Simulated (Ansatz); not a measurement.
Input file for Ansatz (a quantum-chemistry and plane-wave program): R-B3LYP/def2-TZVPP on C3H7B (SMILES BCC=C).

Ansatz 0.2 input:
```yaml
crystal:
  periodic: [false, false, false]
  atoms:
    - {symbol: B, position_ang: [-1.74284219, -0.42625651, -0.06753843]}
    - {symbol: C, position_ang: [-0.33588545, -0.58981299, -0.70921940]}
    - {symbol: C, position_ang: [0.55999235, 0.60845777, -0.71214640]}
    - {symbol: C, position_ang: [1.79719116, 0.63816091, -0.23285357]}
    - {symbol: H, position_ang: [-2.24735503, 0.65035678, 0.03502684]}
    - {symbol: H, position_ang: [-2.36539963, -1.38912405, 0.26166976]}
    - {symbol: H, position_ang: [-0.63515087, -0.82633654, -1.75289710]}
    - {symbol: H, position_ang: [0.18930641, -1.48580291, -0.36713993]}
    - {symbol: H, position_ang: [0.12942391, 1.52018346, -1.11810606]}
    - {symbol: H, position_ang: [2.38619153, 1.54598496, -0.24025040]}
    - {symbol: H, position_ang: [2.26452783, -0.24581088, 0.18704414]}
basis:
  gaussian:
    orbitals: def2-TZVPP
hamiltonian:
  xc: {name: B3LYP}
scf: {lower_state_search: off}
```

The log:

```
WARN ansatz: RAYON_NUM_THREADS=1 ignored (pool sized by the plan → 1); use --threads N
Functional definition: B3LYP
these checks for a lower state are left out or cut short: stability, starts, cluster_reference, orbital_swaps, neighbouring_geometries, increment
integrals: 0.11 GiB planned
1122 factors; their error is unknown
mean field: 1.10 GiB planned
mean field evaluation 1: about -3892.6731 eV, gradient 6.2e1 eV
mean field evaluation 2: about -3887.8165 eV, gradient 7.4e1 eV
mean field evaluation 4: about -3901.9497 eV, gradient 6.6e0 eV
mean field evaluation 8: about -3902.0523 eV, gradient 6.7e-2 eV
mean field evaluation 16: about -3902.0371 eV, gradient 3.0e-5 eV
mean field -3902.03709735 eV, -143.3972184320 hartree, gradient 4.2e-6 eV, S^2 0.000000; 0 other end points of the search recorded, 0 dependent functions left out
reference -3902.03737727 eV, -143.3972287189 hartree; 15, 15 occupied and 207, 207 virtual orbitals, 1122 factors
Total energy: -3902.03737727 eV, -143.3972287189 hartree
Checks for a lower state left out: stability, starts, cluster_reference, orbital_swaps, neighbouring_geometries, increment
```

The run converged.

Cost: roughly 2.8 core-seconds.
